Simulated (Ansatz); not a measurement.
`FC1NBO1`. The species carries charge 0 and has multiplicity 1.

```json
{"atom": "F1", "x (Å)": "-1.739", "y (Å)": "0.916", "z (Å)": "-0.200"}
{"atom": "C2", "x (Å)": "-0.772", "y (Å)": "0.111", "z (Å)": "0.288"}
{"atom": "N3", "x (Å)": "0.099", "y (Å)": "-0.447", "z (Å)": "-0.699"}
{"atom": "B4", "x (Å)": "1.135", "y (Å)": "0.198", "z (Å)": "0.016"}
{"atom": "O5", "x (Å)": "0.267", "y (Å)": "0.850", "z (Å)": "0.901"}
{"atom": "H6", "x (Å)": "-1.242", "y (Å)": "-0.591", "z (Å)": "0.983"}
{"atom": "H7", "x (Å)": "-0.069", "y (Å)": "-1.248", "z (Å)": "-1.277"}
{"atom": "H8", "x (Å)": "2.321", "y (Å)": "0.211", "z (Å)": "-0.012"}
```

(1) What are the harmonic wavenumbers in cm⁻¹ at PBE0-D4/def2-TZVP (Ansatz, finite differences of forces, unscaled)? (Estimate.)

(2) Is this a minimum?

(3) Give the ideal-gas thermochemistry at 298.15 K and 1 bar (rigid rotor, harmonic oscillator; point group C1, symmetry number 1).

(4) And at 400, 500, 600, 800 and 1000 K?

## Answers

(1) Computed: 233, 398, 480, 615, 881, 915, 922, 969, 1015, 1123, 1181, 1234, 1301, 1395, 1415, 2729, 3095, 3715.

(2) Yes, all 18 modes are real.

(3) Zero-point energy 141.3 kJ/mol; H(298) − E = 155.2 kJ/mol; entropy 285.4 J/(mol·K), of which translation 162.7, rotation 102.8, vibration 19.9; G(298) − E = 70.1 kJ/mol.

(4) 
```
T (K)  H − E (kJ/mol)  S (J/mol/K)  G − E (kJ/mol)
  400           163.3        308.7            39.8
  500           173.0        330.2             7.9
  600           184.0        350.3           -26.2
  800           209.1        386.3           -99.9
 1000           237.0        417.4          -180.4
```
